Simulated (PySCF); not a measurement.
Computed shifts of a molecule C₂H₈FNSi₂, PBE0/pcSseg-1 in PySCF, GIAO, gas phase, atoms alike by connectivity averaged where their shifts nearly agree, in ppm (number of nuclei): ¹⁹F: -186.2 (1). ¹³C: 170.2 (1), 111.0 (1). ²⁹Si: -59.3 (1), -79.5 (1). ¹⁵N: 446.0 (1). ¹H: 8.61 (1), 7.10 (1), 4.37 (3), 4.29 (3). References: ¹⁹F against CFCl3 (σ = 167.2 ppm); ¹³C against TMS (σ = 186.3 ppm); ²⁹Si against TMS (σ = 352.7 ppm); ¹⁵N against NH3 (σ = 267.4 ppm); ¹H against TMS (σ = 31.56 ppm), references at their B3LYP-D3(BJ)/def2-TZVP geometries, non-relativistic. The structure is a stationary point at B3LYP-D3(BJ)/def2-SVP. One conformer was computed; it need not be the lowest.

Problem. Which structure fits?
A. F[C@H]([SiH3])/N=C\[SiH3]
B. FCN=C([SiH3])[SiH3]
C. C[Si@H](F)/N=C\[SiH3]
D. CN1C[Si@@H](F)[SiH2]1

Solution. A, F[C@H]([SiH3])/N=C\[SiH3]
